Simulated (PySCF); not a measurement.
CH₄F₂Si, SMILES C[SiH](F)F. Geometry: PBE-D3(BJ)/def2-SVP.

These are PBE-D3(BJ)/def2-SVP (PySCF 2.14.0) values and carry that method's errors.

Harmonic wavenumbers (cm⁻¹): 133, 208, 263, 319, 648, 718, 746, 818, 822, 905, 956, 1228, 1375, 1377, 2219, 2982, 3085, 3088. Rotational constants (GHz): 6.452, 5.906, 3.590; symmetry number 1.

Problem. Work out the zero-point energy and the ideal-gas rigid-rotor harmonic-oscillator thermochemistry at 298.15 K and 1 atm.

Solution. ZPE = ½ Σ hcν = ½ × 21890 cm⁻¹ = 31.29 kcal/mol. H − E(el) = 35.36 kcal/mol. Entropy in cal/(mol K): translation 39.13, rotation 25.27, vibration 9.55, total 73.95. G − E(el) = 13.31 kcal/mol. Cp = 20.13 cal/(mol K). Modes under 150 cm⁻¹ make the vibrational entropy uncertain.
